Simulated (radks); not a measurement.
Task: Isoelectronic series with 20 electrons, all held in the configuration [Ar] 4s2, which need not be the ground one along the series. All-electron calculation, scalar-relativistic Kohn-Sham, PBE, spin-unpolarised, spherical densities, finite nucleus; Fermi nuclear charge, rms radius of each element as measured or else 0.836 A^(1/3) + 0.57 fm. Program: a radial shooting solver on a logarithmic mesh with Libxc functionals. Total energies (hartree) and orbital eigenvalues (hartree):

| ion | E (hartree) | 4s | 3p | 3s | 2p |
|---|---|---|---|---|---|
| Ca | -680.32405 | -0.13841 | -1.02928 | -1.73059 | -12.30142 |
| Ti2+ | -852.35690 | -0.77611 | -2.47648 | -3.37241 | -17.51305 |
| Cr4+ | -1045.13593 | -1.71902 | -4.43405 | -5.53246 | -23.80404 |
| Fe6+ | -1258.71105 | -2.93940 | -6.86794 | -8.17676 | -31.14028 |
| Ni8+ | -1493.17988 | -4.42835 | -9.76736 | -11.29551 | -39.51143 |
| Zn10+ | -1748.66555 | -6.18224 | -13.12780 | -14.88563 | -48.91415 |
| Ge12+ | -2025.31178 | -8.19972 | -16.94747 | -18.94707 | -59.34833 |
| Se14+ | -2323.28009 | -10.48065 | -21.22595 | -23.48143 | -70.81565 |
| Kr16+ | -2642.74771 | -13.02561 | -25.96369 | -28.49142 | -83.31903 |
| Sr18+ | -2983.90836 | -15.83571 | -31.16172 | -33.98057 | -96.86226 |
| Zr20+ | -3346.97176 | -18.91247 | -36.82151 | -39.95309 | -111.4498 |
| Mo22+ | -3732.16245 | -22.25772 | -42.94484 | -46.41380 | -127.0869 |
| Ru24+ | -4139.72759 | -25.87360 | -49.53380 | -53.36814 | -143.7790 |
| Pd26+ | -4569.92863 | -29.76252 | -56.59072 | -60.82208 | -161.5323 |
| Cd28+ | -5023.04449 | -33.92717 | -64.11819 | -68.78214 | -180.3533 |
| Sn30+ | -5499.37857 | -38.37047 | -72.11898 | -77.25548 | -200.2492 |

Estimate the row of Te32+.

Result: E (hartree) -5999.24707; 4s -43.09563; 3p -80.59610; 3s -86.24977; 2p -221.2274.
